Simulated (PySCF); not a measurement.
## Distorted geometries of [TlCl2]−

[TlCl2]− (singlet). PySCF 2.14.0, RKS BP86, Tl def2-SVP with ECP60, Cl def2-SVP; non-relativistic Hamiltonian with scalar-relativistic core potentials where named; density fitting; no spin-orbit coupling. Relaxed geometry:

```xyz
3

Tl   -0.8502    0.4425    0.0000
Cl    0.6091   -0.3170    2.1207
Cl    0.6091   -0.3170   -2.1207
```

**Question.** Order these distorted geometries by energy above the relaxed one, lowest first.
A.
```xyz
3

Tl   -0.7563    0.5462   -0.1695
Cl    0.5336   -0.4463    2.3126
Cl    0.5906   -0.2913   -2.1431
```
B.
```xyz
3

Tl   -0.6827    0.5143    0.0575
Cl    0.6171   -0.4435    1.9820
Cl    0.4335   -0.2622   -2.0395
```
C.
```xyz
3

Tl   -0.8774    0.4235   -0.0098
Cl    0.5863   -0.3183    2.1491
Cl    0.6590   -0.2966   -2.1394
```

**Answer.** C (0.00 eV), A (0.20 eV), B (0.24 eV).

**Question.** Which forces (eV/Å) act in the one that lies 0.00 eV up?

**Answer.** 
```
Tl   0.20 -0.15 -0.04
Cl  -0.08  0.07 -0.11
Cl  -0.11  0.08  0.15
```
Forces carry noise of the integration grid, about 0.01 to 0.03 eV/Å.
